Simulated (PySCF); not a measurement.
## Two-component Hartree-Fock for Pb+ (lead, charge +1)

Start: [Xe] 4f14 5d10 6s1 6p2; 6s1/2 filled at m_j = +1/2; 6p3/2 filled at m_j = +1/2, +3/2. Calculated with PySCF 2.14 in x2c-SVPall-2c with one added diffuse shell each of s, p type (8s12p7d2f, 93 functions): generalised Hartree-Fock with the X2C-1e Hamiltonian and a Gaussian nucleus; one run each with spin-orbit coupling (SO) switched off, then screened by Boettger's factors. This is a chosen level, not necessarily the ground level.

```tsv
spinor shell	electrons	ε, spin-free (eV)	ε, screened SO (eV)	weight of nominal j (screened SO)	rms radius, screened SO (bohr)
1s1/2	2	-88512.5	-88473.5	1.000	0.0181
2s1/2	2	-15998.6	-15986.1	1.000	0.0730
2p1/2	2	-13745.1	-15329.7	1.000	0.0617
2p3/2	4	-13745.1	-13134.4	1.000	0.0700
3s1/2	2	-3921.2	-3917.0	1.000	0.186
3p1/2	2	-3265.2	-3621.5	1.000	0.178
3p3/2	4	-3265.2	-3124.6	1.000	0.195
3d3/2	4	-2582.5	-2642.9	1.000	0.171
3d5/2	6	-2582.5	-2538.4	1.000	0.175
4s1/2	2	-934.83	-933.48	1.000	0.408
4p1/2	2	-716.18	-804.20	1.000	0.412
4p3/2	4	-716.18	-681.10	1.000	0.446
4d3/2	4	-456.65	-469.60	1.000	0.459
4d5/2	6	-456.65	-446.74	1.000	0.464
5s1/2	2	-176.64	-176.43	1.000	0.916
4f5/2	6	-168.75	-170.88	1.000	0.495
4f7/2	8	-168.75	-165.99	1.000	0.496
5p1/2	2	-113.67	-130.20	1.000	0.981
5p3/2	4	-113.67	-107.22	1.000	1.07
5d3/2	4	-38.632	-40.162	0.984	1.37
5d5/2	6	-38.632	-37.487	0.989	1.39
6s1/2	1	-26.346	-26.126	0.999	2.45
6p3/2	2	-14.978	-14.875	0.677	3.14
```

| quantity | spin-free | screened SO |
| --- | --- | --- |
| E (hartree) | -20863.99408 | -20901.67253 |
| M_J | 5/2 | 5/2 |
| ⟨J²⟩ | 8.760 | 8.762 |
| ⟨L²⟩ | 2.005 | 2.614 |
| ⟨S²⟩ | 3.755 | 3.638 |

Each row is a mean over spinors that exchange with the open shell spreads, by up to 1.433 eV (6p3/2).

Rows whose weight is well below 1 are mixtures of j = l ± 1/2: exchange outweighs spin-orbit coupling there, and the label is only the starting occupation.

Breit and QED terms are absent; they matter most for the inner s and p1/2 levels.

Densities and radii are taken from the X2C orbitals without a picture-change correction, which distorts them close to the nucleus.

Without spin-orbit coupling the j labels of p, d and f shells carry no meaning; the spin-free column gives the mean over the occupied spinors of each nl shell.
